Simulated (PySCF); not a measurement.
C4H7FSi, SMILES C1=C[C@@H](F)[Si@H]1C. Heavy atoms are numbered as in [CH3:1][Si@H:2]1[CH:3]=[CH:4][C@H:5]1[F:6]. Hydrogens are named by the atom that carries them.

Coordinates come from a TPSSh-D3(BJ)/def2-SVP optimisation. The structure was generated by enumeration; whether it is a known compound was not checked.

Computed with PySCF with PBE0/pcSseg-1.

GIAO shieldings, no solvent; atoms alike by connectivity are averaged. δ = σ(ref) − σ: ¹³C against TMS (σ = 186.3 ppm); ²⁹Si against TMS (σ = 352.7 ppm); ¹⁹F against CFCl3 (σ = 167.2 ppm); ¹H against TMS (σ = 31.56 ppm), references at their B3LYP-D3(BJ)/def2-TZVP geometries, non-relativistic.

Problem. Estimate the chemical shifts. (An estimate is asked for; the answer gives what the named calculation found.)

Solution. 
| nucleus | atoms | count | δ (ppm) |
|---|---|---|---|
| ¹³C | C4 (CH) | 1 | 170.6 |
| ¹³C | C3 (CH) | 1 | 155.8 |
| ¹³C | C5 (CH) | 1 | 92.6 |
| ¹³C | C1 (CH3) | 1 | -0.8 |
| ²⁹Si | Si2 (SiH) | 1 | 1.5 |
| ¹⁹F | F6 | 1 | -235.2 |
| ¹H | H on C4 | 1 | 7.79 |
| ¹H | H on C3 | 1 | 7.11 |
| ¹H | H on Si2 | 1 | 5.65 |
| ¹H | H on C5 | 1 | 5.60 |
| ¹H | H on C1 | 3 | 0.88 |
